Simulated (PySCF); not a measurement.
# Structure elucidation problem

The spectra below were simulated for a compound C₆H₁₀OSi₂.

1H NMR (400 MHz, computed): δ 7.72 (m, 1H), 7.33 (m, 1H), 7.24 (m, 1H), 6.87 (m, 1H), 6.55 (m, 1H), 4.88 (d, 2H), 4.29 (d, 3H).

13C{1H} NMR (computed): δ 158.3, 157.4, 153.0, 152.9, 130.3, 115.6.

Non-relativistic, one averaged value for each set of equivalent atoms, one conformer, isolated molecule. Shieldings: GIAO PBE0/pcSseg-1; PBE0-D3(BJ)/def2-SVP structure; PySCF.

Referencing at the same level of theory: 1H and 13C against TMS.

Which candidate is it?
A. CC#C[SiH2]C#C[SiH2]OC
B. [SiH3]/C=C/[SiH2]c1ccco1
C. C=CC1=C[SiH2]C=C[Si@@H]1O
D. [SiH3]/C=C\[SiH2]c1ccco1

Answers

B. 

1. The formula gives 4 degrees of unsaturation (1 ring in the answer).
2. 6 carbon signals for 6 carbons: no two carbons are equivalent.
3. Carbon types of the structure: 1 × C, 5 × CH, leaving 5 H on heteroatoms.
4. δC 158.3, 157.4: alkene CH; an sp2 carbon of a C=C bond.
5. δC 153.0: aromatic CH next to the ring oxygen.
6. δC 152.9: substituted aromatic carbon next to the ring oxygen.
7. δC 130.3, 115.6: aromatic CH.
8. δH 7.72: hydrogen on an aromatic CH next to the ring oxygen; aromatic region.

The others: C=CC1=C[SiH2]C=C[Si@@H]1O would give 9 signals for carbon-bound and other non-exchanging H, not 7; CC#C[SiH2]C#C[SiH2]OC would give 4 signals for carbon-bound and other non-exchanging H, not 7; [SiH3]/C=C\[SiH2]c1ccco1 has carbons computed at 156.5, 155.7, 154.5, 153.8, 135.3, 116.5.

Shifts are as computed. Against solution values, carbons near 30 ppm lie about +2 ppm off and those near 130 ppm about +5 ppm. Of 1211 compounds with measured shifts, 218 miss one by over three times the rms of a fit or turn the order of signals round; such compounds aren't used in these exercises. No couplings were computed; multiplicities are counted from neighbouring protons, with m where these are inequivalent, close in shift, in a saturated or five-membered ring or joined by F or P, and br s for small geminal =CH2 splittings.
